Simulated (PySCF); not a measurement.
Ionisation energy of N²⁺ by level of theory

N²⁺ [He] 2s2 2p1 (2P) → N³⁺ [He] 2s2 (1S), as a difference of total energies. Calculation: PySCF 2.14, in aug-cc-pCVTZ-DK with one added diffuse shell each of s, p, d, f type (8s7p5d3f, 75 functions); the spin-free X2C one-electron Hamiltonian (Gaussian nucleus). Correlated levels: valence: 1s2 frozen. The calculations carry no spin-orbit coupling.

| method | ionisation energy (eV) |
| --- | --- |
| UHF | 47.264 |
| MP2 (valence) | 47.462 |
| SCS-MP2 (valence) | 47.409 |
| CCSD (valence) | 47.220 |
| CCSD(T) (valence) | 47.249 |

A first-order spin-orbit estimate (lowest level to lowest level, LS coupling) adds 0.014 eV.

Errors of the correlated levels include the incompleteness of this basis and the frozen core.

The coupled-cluster amplitudes are large for N³⁺ (T1 above 0.03 or a double amplitude above 0.15), so a single reference is strained.

For comparison: 47.445 eV (semi-empirical (NIST evaluation); NIST Atomic Spectra Database, ionization energies).
